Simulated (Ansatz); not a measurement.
Consider the redistribution: `COB(C)[SeH]` + `O[SiH2]CS` → `CB(O)[SeH]` + `CO[SiH2]CS`.

Isolated molecules relaxed with PBE0-D4/def2-TZVP in Ansatz; ΔE leaves out vibrations. CCSD(T)/CBS adds triple-zeta CCSD(T) − MP2 to the extrapolated MP2 energy (def2 sets, frozen cores). For Se outer-core shells are correlated without core-valence functions, which leaves a few kJ/mol of doubt a bond. Scalar relativity is left out up to krypton. One conformer a species, not always the lowest.

`COB(C)[SeH]`:

Cartesian coordinates in Å:
```
C 1.140 -1.487 -0.920
O 1.007 -0.328 -0.123
B -0.183 0.245 0.152
C -0.231 1.529 1.045
Se -1.824 -0.570 -0.591
H 0.758 -1.312 -1.930
H 0.602 -2.329 -0.475
H 2.200 -1.731 -0.977
H 0.771 1.828 1.361
H -0.840 1.365 1.938
H -0.687 2.365 0.507
H -2.714 0.426 0.013
```

`O[SiH2]CS`:

Z-matrix (Å, degrees):
```
Si
C 1 1.876
O 1 1.643 2 109.5
H 1 1.491 2 106.8 3 -121.6
H 1 1.484 2 112.3 3 118.1
S 2 1.818 1 108.8 3 55.0
H 2 1.093 1 109.8 3 -59.5
H 2 1.092 1 114.3 3 179.4
H 3 0.962 1 114.2 2 -43.7
H 6 1.344 2 97.1 1 57.1
```

`CB(O)[SeH]`:

Z-matrix (Å, degrees):
```
C
B 1 1.569
H 1 1.096 2 110.3
H 1 1.090 2 113.9 3 -121.1
H 1 1.096 2 110.3 3 117.7
O 2 1.358 1 123.0 3 -59.3
Se 2 1.954 1 119.3 3 120.7
H 6 0.961 2 113.0 1 -0.0
H 7 1.468 2 95.4 1 -179.9
```

`CO[SiH2]CS`:

```xyz
13

C    -0.537    1.420   -1.582
O    -0.545    0.614   -0.427
Si    0.410   -0.712   -0.247
C     0.142   -1.306    1.499
S     0.489    0.004    2.704
H     0.463    1.820   -1.786
H    -1.218    2.258   -1.421
H    -0.877    0.862   -2.462
H     1.839   -0.359   -0.470
H     0.017   -1.763   -1.231
H    -0.862   -1.712    1.644
H     0.854   -2.108    1.712
H    -0.175    0.982    2.067
```

| species | CCSD/CBS(def2) energy (Eh) |
| --- | --- |
| `COB(C)[SeH]` | -2581.02933 |
| `O[SiH2]CS` | -803.70943 |
| `CB(O)[SeH]` | -2541.79361 |
| `CO[SiH2]CS` | -842.94083 |

**Question.** Work out ΔE.

**Answer.** ΔE = (-2541.79361) + (-842.94083) − (-2581.02933) − (-803.70943) = 0.00432 Eh = +2.7 kcal/mol. CCSD(T)/CBS gives +3.1 kcal/mol.

Largest T1 diagnostic among the species: 0.011.

In def2-TZVPP, CCSD(T) changes the Hartree–Fock value by +2.1 kcal/mol (the triples alone add +0.4 kcal/mol) and MP2 by +2.4 kcal/mol.
